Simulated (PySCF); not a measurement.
Computed IR spectrum (relative IR intensity) of a molecule C5H12AlFO. Coordinates come from a B3LYP-D3(BJ)/def2-SVP optimisation. The values are those of a single conformer. These are B3LYP-D3(BJ)/def2-SVP in PySCF 2.14.0 values and carry that method's errors. Frequencies are harmonic and unscaled.

```csv
ν (cm⁻¹),relative intensity
228,7.2
230,11
232,4.9
329,3.5
479,3.9
482,4.5
583,4.4
670,24
727,23
819,14
876,47
1039,2.3
1085,100
1230,88
1259,6.5
1267,13
1382,13
1406,3.4
3025,8.4
3027,5.9
3036,4.4
3114,5.8
3118,11
3125,34
```

### Question
Which structure fits?
A) [CH3][Al]([F])[O]C(C)(C)C
B) CCC[CH2][Al]([F])[O]C
C) C[O][Al]([F])[C](C)(C)C

### Answer
A, [CH3][Al]([F])[O]C(C)(C)C
